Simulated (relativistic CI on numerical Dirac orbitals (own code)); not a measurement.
Level scheme of Se XXXIII

These numbers are calculated, not measured: Dirac-Coulomb-Breit CI, KLI orbitals optimised for each configuration, model QED (radiative potential, 1s self-energy scaled to tabulated hydrogen-like ionisation energies), unscaled Slater integrals (own radial code, finite nucleus).

Configuration list: 1s2, 1s 2s, 1s 2p, 1s 3s, 1s 3p, 1s 3d, 1s 4s, 1s 4p, 1s 4d, 1s 4f, 1s 5s, 1s 5p, 1s 5d, 1s 5f, 1s 5g, 1s 6s, 1s 6p, 1s 6d. Levels of other configurations are missing.

```
No.  Configuration  Term  J   E (eV)    %  Next component (%)  Landé g
  1            1s2    1S  0      0.0  100                             
  2          1s 2s    3S  1  11534.0  100                        1.977
  3          1s 2p   3P°  0  11575.0  100                             
  4          1s 2p   3P°  1  11577.8   82              18 1P°    1.386
  5          1s 2s    1S  0  11578.0  100                             
  6          1s 2p   3P°  2  11627.8  100                        1.485
  7          1s 2p   1P°  1  11650.6   82              18 3P°    1.090
  8          1s 3s    3S  1  13678.6  100                        1.979
  9          1s 3p   3P°  0  13689.9  100                             
 10          1s 3s    1S  0  13690.3  100                             
 11          1s 3p   3P°  1  13690.7   81              19 1P°    1.385
 12          1s 3p   3P°  2  13705.6  100                        1.488
 13          1s 3d    3D  2  13711.2   63               37 1D    1.091
 14          1s 3d    3D  1  13711.4  100                        0.505
 15          1s 3p   1P°  1  13711.9   81              19 3P°    1.099
 16          1s 3d    3D  3  13716.4  100                        1.324
 17          1s 3d    1D  2  13716.9   63               37 3D    1.066
 18          1s 4s    3S  1  14421.8  100                        1.980
 19          1s 4p   3P°  0  14426.4  100                             
 20          1s 4s    1S  0  14426.6  100                             
 21          1s 4p   3P°  1  14426.7   81              19 1P°    1.385
 22          1s 4p   3P°  2  14433.0  100                        1.489
 23          1s 4d    3D  2  14435.3   63               37 1D    1.094
 24          1s 4d    3D  1  14435.4  100                        0.507
 25          1s 4p   1P°  1  14435.6   81              19 3P°    1.102
 26          1s 4d    3D  3  14437.5  100                        1.326
 27          1s 4f   3F°  3  14437.7   57              43 1F°    1.039
 28          1s 4f   3F°  2  14437.8  100                        0.671
 29          1s 4d    1D  2  14437.8   63               37 3D    1.066
 30          1s 4f   3F°  4  14438.8  100                        1.244
 31          1s 4f   1F°  3  14438.9   57              43 3F°    1.039
 32          1s 5s    3S  1  14763.7  100                        1.981
 33          1s 5p   3P°  0  14766.0  100                             
 34          1s 5s    1S  0  14766.1  100                             
 35          1s 5p   3P°  1  14766.2   81              19 1P°    1.385
 36          1s 5p   3P°  2  14769.4  100                        1.490
 37          1s 5d    3D  2  14770.6   64               36 1D    1.095
 38          1s 5d    3D  1  14770.6  100                        0.508
 39          1s 5p   1P°  1  14770.7   81              19 3P°    1.104
 40          1s 5d    3D  3  14771.7  100                        1.326
 41          1s 5f   3F°  3  14771.8   57              43 1F°    1.040
 42          1s 5f   3F°  2  14771.8  100                        0.671
 43          1s 5d    1D  2  14771.8   64               36 3D    1.066
 44          1s 5f   3F°  4  14772.3  100                        1.244
 45          1s 5g    3G  4  14772.3   55               45 1G    1.021
```

Energies count from the lowest computed level; ° marks odd parity.

The mean weight of the leading LS term, summed over parents, in these 45 levels is 88 %, and that of the leading jj configuration (from the same eigenvectors) 99 %, so jj coupling describes them better and the LS labels are nominal.

At this charge energies of transitions that change n are usually good to better than 1 %, and those within a shell (Δn = 0) to a few per cent.

LS names give the leading component of a level, which can be under half, so a name can repeat, a term be missing and a line seem to break the LS rules.
